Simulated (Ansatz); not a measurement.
```xyz
8

C     0.0200   -0.0446   -0.4311
C    -0.0087    1.2566    0.1547
C    -0.0216   -1.2571    0.1601
H    -0.0208    0.0168   -1.5811
H     0.0250    2.1212   -0.3745
H     0.0076    1.2556    1.3124
H     0.0086   -2.1999   -0.3353
H    -0.0088   -1.2545    1.2658
```

Basis set: STO-3G (spherical functions). Left uncorrelated: 3 orbitals. Charge 0, multiplicity 2.

Computed with Ansatz (development build ahead of 0.2.0); each method stands on the lowest determinant of its kind that the runs found.

The atomization energy at this shape (free ground-state atoms in the same class of orbitals less the molecule, no zero-point energy) of doublet C3H5:

```
method  atomization energy
   UHF            30.08 eV
```

Question: What does UHF-MP2 give?

Answer: 32.81 eV. Caution: the shape is not the minimum; the unrestricted determinant is spin contaminated.

This basis has no polarisation functions and is too small for such energies, which can lie far from measured ones in either direction.
